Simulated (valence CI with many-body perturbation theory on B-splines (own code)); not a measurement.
Values are calculated unless marked as measured or tabulated.
Level structure of Ir70+

Level of theory: relativistic CI+MBPT: five valence electrons over a frozen Dirac-Fock core [He], radial functions for each j: 11 s, 11 p, 10 d, 8 f, 5 g, 2 h, with the one-electron correlation potential Σ1 (screened to all orders), the two-electron term Σ2, the three-electron term Σ3, Breit, model QED; selected single and double excitations, second order for the rest, scaled by the run's own slope (own B-spline code, finite nucleus).

The last digits are not significant, and no measured levels were compared; by estimate large intervals hold to a few tenths of a per cent, small ones and those within an open d or f shell to about a per cent. Among the levels kept, up to 7600 cm⁻¹ of a level comes from second order outside the variational space, and about a tenth of that is noise between levels of different J, which matters for small intervals.

Levels 46 to 90 of 202, with energies above the lowest level, (2s^2 2p1/2^2 2p3/2) J=3/2. "Leading %" is the weight of the configuration and term that name the level; weights of strongly mixed levels are sums over their largest components and can fall short, so below about 35 % the name and the second component can differ from the true leading terms, or belong to a minority configuration. In the jj column 3d3/2^4 stands for four electrons in 3d with j = 3/2.

| No. | Configuration | Term | J | E (eV) | Leading % | Second component | g | Leading jj |
| --- | --- | --- | --- | --- | --- | --- | --- | --- |
| 46 | 2s2.2p2.3d | 4D | 1/2 | 11957 | 79 | 15 % 2s2.2p2.3d 2P | 0.250 | 2s^2 2p1/2 2p3/2 3d3/2 (100 %) |
| 47 | 2s2.2p2.3d | 2G | 7/2 | 11968 | 55 | 25 % 2s2.2p2.3d 2F | 0.994 | 2s^2 2p1/2 2p3/2 3d3/2 (99 %) |
| 48 | 2s2.2p2.3d | 2D | 5/2 | 11985 | 37 | 32 % 2s2.2p2.3d 2F | 1.114 | 2s^2 2p1/2 2p3/2 3d3/2 (98 %) |
| 49 | 2s2.2p2.3d | 2D | 3/2 | 11990 | 47 | 18 % 2s2.2p2.3d 2P | 1.096 | 2s^2 2p1/2 2p3/2 3d3/2 (99 %) |
| 50 | 2s2.2p2.3d | 2P | 1/2 | 12001 | 39 | 32 % 2s2.2p2.3d 4P | 1.585 | 2s^2 2p1/2 2p3/2 3d3/2 (99 %) |
| 51 | 2s2.2p2.3d | 4D | 7/2 | 12071 | 46 | 38 % 2s2.2p2.3d 4F | 1.293 | 2s^2 2p1/2 2p3/2 3d5/2 (98 %) |
| 52 | 2s2.2p2.3d | 2P | 3/2 | 12091 | 40 | 25 % 2s2.2p2.3d 4P | 1.312 | 2s^2 2p1/2 2p3/2 3d5/2 (99 %) |
| 53 | 2s2.2p2.3d | 2G | 9/2 | 12091 | 65 | 35 % 2s2.2p2.3d 4F | 1.161 | 2s^2 2p1/2 2p3/2 3d5/2 (100 %) |
| 54 | 2s2.2p2.3d | 2F | 5/2 | 12093 | 44 | 20 % 2s2.2p2.3d 4P | 1.130 | 2s^2 2p1/2 2p3/2 3d5/2 (99 %) |
| 55 | 2s2.2p2.3d | 2D | 5/2 | 12110 | 58 | 27 % 2s2.2p2.3d 4P | 1.247 | 2s^2 2p1/2 2p3/2 3d5/2 (98 %) |
| 56 | 2s2.2p2.3d | 2F | 7/2 | 12118 | 70 | 13 % 2s2.2p2.3d 4F | 1.122 | 2s^2 2p1/2 2p3/2 3d5/2 (98 %) |
| 57 | 2s2.2p2.3d | 2D | 3/2 | 12126 | 57 | 29 % 2s2.2p2.3d 2P | 0.959 | 2s^2 2p1/2 2p3/2 3d5/2 (99 %) |
| 58 | 2s2.2p2.3d | 2P | 1/2 | 12131 | 56 | 37 % 2s2.2p2.3d 2S | 1.227 | 2s^2 2p1/2 2p3/2 3d5/2 (99 %) |
| 59 | 2s.2p3.3p | 4D | 7/2 | 12171 | 49 | 25 % 2s.2p3.3p 6P | 1.410 | 2s 2p1/2^2 2p3/2 3p3/2 (98 %) |
| 60 | 2s.2p3.3p | 2P | 3/2 | 12181 | 31 | 29 % 2s.2p3.3p 4P | 1.489 | 2s 2p1/2^2 2p3/2 3p3/2 (98 %) |
| 61 | 2s.2p3.3p | 4P | 5/2 | 12200 | 38 | 21 % 2s.2p3.3p 2D | 1.396 | 2s 2p1/2^2 2p3/2 3p3/2 (99 %) |
| 62 | 2s.2p3.3p | 2P | 1/2 | 12205 | 41 | 23 % 2s.2p3.3p 4P | 1.386 | 2s 2p1/2^2 2p3/2 3p3/2 (100 %) |
| 63 | 2s.2p3.3p | 2D | 5/2 | 12271 | 33 | 21 % 2s.2p3.3p 4P | 1.254 | 2s 2p1/2^2 2p3/2 3p3/2 (99 %) |
| 64 | 2s.2p3.3d | 4D° | 5/2 | 12276 | 30 | 17 % 2s.2p3.3d 6D° | 1.228 | 2s 2p1/2^2 2p3/2 3d3/2 (99 %) |
| 65 | 2s.2p3.3d | 4D° | 3/2 | 12282 | 29 | 22 % 2s.2p3.3d 6D° | 1.327 | 2s 2p1/2^2 2p3/2 3d3/2 (100 %) |
| 66 | 2s.2p3.3d | 2F° | 7/2 | 12285 | 25 | 23 % 2s.2p3.3d 4F° | 1.206 | 2s 2p1/2^2 2p3/2 3d3/2 (98 %) |
| 67 | 2s.2p3.3d | 4P° | 1/2 | 12287 | 47 | 25 % 2s.2p3.3d 6D° | 2.200 | 2s 2p1/2^2 2p3/2 3d3/2 (100 %) |
| 68 | 2s.2p3.3p | 2P | 3/2 | 12290 | 37 | 13 % 2s.2p3.3p 4D | 1.219 | 2s 2p1/2^2 2p3/2 3p3/2 (99 %) |
| 69 | 2s.2p3.3p | 4P | 1/2 | 12295 | 38 | 26 % 2s.2p3.3p 2P | 1.738 | 2s 2p1/2^2 2p3/2 3p3/2 (99 %) |
| 70 | 2s.2p3.3d | 2D° | 3/2 | 12369 | 37 | 24 % 2s.2p3.3d 4F° | 0.907 | 2s 2p1/2^2 2p3/2 3d3/2 (93 %) |
| 71 | 2s.2p3.3d | 2F° | 5/2 | 12375 | 37 | 21 % 2s.2p3.3d 4G° | 0.918 | 2s 2p1/2^2 2p3/2 3d3/2 (100 %) |
| 72 | 2s.2p3.3d | 4D° | 1/2 | 12385 | 47 | 30 % 2s.2p3.3d 2P° | 0.597 | 2s 2p1/2^2 2p3/2 3d3/2 (99 %) |
| 73 | 2s.2p3.3d | 4F° | 9/2 | 12395 | 51 | 26 % 2s.2p3.3d 6D° | 1.318 | 2s 2p1/2^2 2p3/2 3d5/2 (100 %) |
| 74 | 2s.2p3.3d | 4D° | 5/2 | 12422 | 30 | 19 % 2s.2p3.3d 2D° | 1.317 | 2s 2p1/2^2 2p3/2 3d5/2 (100 %) |
| 75 | 2s.2p3.3d | 4D° | 7/2 | 12428 | 41 | 21 % 2s.2p3.3d 2F° | 1.281 | 2s 2p1/2^2 2p3/2 3d5/2 (98 %) |
| 76 | 2s.2p3.3d | 2D° | 3/2 | 12439 | 34 | 20 % 2s.2p3.3d 4D° | 1.161 | 2s 2p1/2^2 2p3/2 3d5/2 (93 %) |
| 77 | 2s.2p3.3d | 2P° | 1/2 | 12456 | 53 | 25 % 2s.2p3.3d 4D° | 0.742 | 2s 2p1/2^2 2p3/2 3d5/2 (98 %) |
| 78 | 2s.2p3.3d | 2F° | 7/2 | 12503 | 35 | 21 % 2s.2p3.3d 4D° | 1.168 | 2s 2p1/2^2 2p3/2 3d5/2 (100 %) |
| 79 | 2s.2p3.3d | 2D° | 5/2 | 12519 | 39 | 11 % 2s.2p3.3d 4D° | 1.138 | 2s 2p1/2^2 2p3/2 3d5/2 (99 %) |
| 80 | 2s.2p3.3d | 2P° | 3/2 | 12521 | 33 | 16 % 2s.2p3.3d 2D° | 1.263 | 2s 2p1/2^2 2p3/2 3d5/2 (100 %) |
| 81 | 2s2.2p2.3s | 4P | 5/2 | 12970 | 65 | 34 % 2s2.2p2.3s 2D | 1.426 | 2s^2 2p3/2^2 3s (99 %) |
| 82 | 2s2.2p2.3s | 2P | 3/2 | 12982 | 54 | 34 % 2s2.2p2.3s 2D | 1.151 | 2s^2 2p3/2^2 3s (99 %) |
| 83 | 2s2.2p2.3s | 2S | 1/2 | 13042 | 67 | 21 % 2s2.2p2.3s 4P | 1.977 | 2s^2 2p3/2^2 3s (99 %) |
| 84 | 2s2.2p2.3p | 4P° | 3/2 | 13101 | 27 | 19 % 2s2.2p2.3p 4S° | 1.421 | 2s^2 2p3/2^2 3p1/2 (98 %) |
| 85 | 2s2.2p2.3p | 2D° | 5/2 | 13104 | 38 | 25 % 2s2.2p2.3p 2F° | 1.164 | 2s^2 2p3/2^2 3p1/2 (98 %) |
| 86 | 2s2.2p2.3p | 2P° | 1/2 | 13169 | 74 | 17 % 2s2.2p2.3p 4D° | 0.647 | 2s^2 2p3/2^2 3p1/2 (98 %) |
| 87 | 2s.2p3.3s | 6S° | 5/2 | 13223 | 50 | 40 % 2s.2p3.3s 4D° | 1.637 | 2s 2p1/2 2p3/2^2 3s (99 %) |
| 88 | 2s.2p3.3s | 4S° | 3/2 | 13254 | 49 | 30 % 2s.2p3.3s 4D° | 1.469 | 2s 2p1/2 2p3/2^2 3s (99 %) |
| 89 | 2s.2p3.3s | 4D° | 7/2 | 13267 | 100 |  | 1.388 | 2s 2p1/2 2p3/2^2 3s (100 %) |
| 90 | 2s.2p3.3s | 2D° | 5/2 | 13297 | 76 | 22 % 2s.2p3.3s 4D° | 1.201 | 2s 2p1/2 2p3/2^2 3s (100 %) |
